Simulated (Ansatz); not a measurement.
Cost and result for the atomization energy of AlFH4SSi (`[F][AlH][S][SiH3]`) (8 atoms, 7 bonds).

Total charge 0; spin multiplicity 1. The geometry is a stationary point of PBE0-D4/def2-TZVP. It is one conformer, not always the lowest. Program: Ansatz. All runs use 2 threads of an Arm Neoverse V1 on a shared host. Times are those of one run each, without the atoms' runs, and a repeat can differ threefold. Electronic energies, without spin–orbit coupling; frozen cores. CCSD(T)/CBS adds CCSD(T) − MP2 in def2-TZVPP to the MP2 limit, and its time is that of the two runs behind it. T1 = 0.012. B3LYP takes the VWN-RPA correlation (the form of Gaussian; ORCA's B3LYP/G).

CCSD(T)/CBS is a level of theory with its own doubt, some kJ/mol a heavy atom from the limit and from the frozen cores, so smaller differences don't rank the functionals.

```
                             level  functions  wall time  atomization (kcal/mol)  difference from CCSD(T)/CBS  per bond
            LDA (SPW92)/def2-TZVPP        213      1.8 s                   673.4                         61.9       8.8
                  CCSD(T)/def2-SVP         88      2.6 s                   563.4                        -48.1      -6.9
              revPBE-D4/def2-TZVPP        213      2.9 s                   591.7                        -19.8      -2.8
               BHLYP-D4/def2-TZVPP        213      4.5 s                   593.2                        -18.3      -2.6
           CAM-B3LYP-D4/def2-TZVPP        213      5.5 s                   606.2                         -5.3      -0.8
 B3LYP-D4/def2-TZVPP (with forces)        213      6.5 s                   602.8                         -8.7      -1.2
                 B2PLYP/def2-TZVPP        213        7 s                   598.1                        -13.4      -1.9
r2SCAN-D4/def2-TZVPP (with forces)        213        8 s                   609.9                         -1.6      -0.2
             r2SCANh-D4/def2-TZVPP        213        9 s                   606.4                         -5.1      -0.7
                ωB97X-V/def2-TZVPP        213       12 s                   612.7                          1.2       0.2
                    MP2/def2-QZVPP        387       21 s                   612.6                          1.1       0.2
                CCSD(T)/def2-TZVPP        213       82 s                   592.5                        -19.0      -2.7
                 CCSD(T)/CBS(def2)          –      100 s                   611.5                          0.0       0.0
```

At CCSD(T), def2-SVP lies −48.1 kcal/mol from the extrapolated value and def2-TZVPP −19.0 kcal/mol: correlation converges slowly with the basis, and small sets miss more of it in the bonded molecule than in its fragments. From BLYP to BHLYP (50 % exact exchange), in def2-TZVPP and without D4, the atomization energy moves by −2.1 kcal/mol: exact exchange takes away binding that semilocal exchange gives to molecules. In def2-TZVPP, CCSD(T) changes the Hartree–Fock value by +131.3 kcal/mol (the triples alone add +7.6 kcal/mol) and MP2 by +140.0 kcal/mol; breaking electron pairs costs correlation energy, which Hartree–Fock lacks.
